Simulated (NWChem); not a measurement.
System: ZrHOCl$_{2}$ cation; SMILES [Cl][Zr+]([Cl])[OH]

The following NWChem deck was run.

```
start job
memory heap 200 mb stack 900 mb global 1100 mb
charge 1
geometry units angstroms
  Zr     0.028621     0.141394     0.496215
  Cl    -1.181954    -1.511812    -0.419780
  Cl     0.295976     1.408747    -1.336652
  O      1.643940    -0.525985     0.976323
  H      2.476798    -0.824733     1.373272
end
basis spherical
  * library def2-svp
end
ecp
  Zr library def2-ecp
end
dft
  xc pbe0
  iterations 150
end
driver
  maxiter 120
end
task dft optimize
dft
  grid fine
  convergence energy 1d-8 density 1d-7
end
task dft freq numerical
```

This spin state was assumed; another may lie lower. def2 effective core potentials on Zr; no spin-orbit coupling.

The level has its own optimisation; frequencies are unscaled.

### Question
What results follow from this input? (PBE0/def2-SVP with def2 effective core potentials on Zr.) Quantities: r Cl–Zr (Å); r O–Zr (Å); r H–O (Å); highest harmonic frequency (cm⁻¹); lowest (cm⁻¹); zero-point energy (kcal/mol).

### Answer
```
Property                           Value
---------------------------------  -----
r Cl–Zr (Å)                        2.276
r O–Zr (Å)                         1.842
r H–O (Å)                          0.969
highest harmonic frequency (cm⁻¹)   3856
lowest (cm⁻¹)                         95
zero-point energy (kcal/mol)         9.9
```
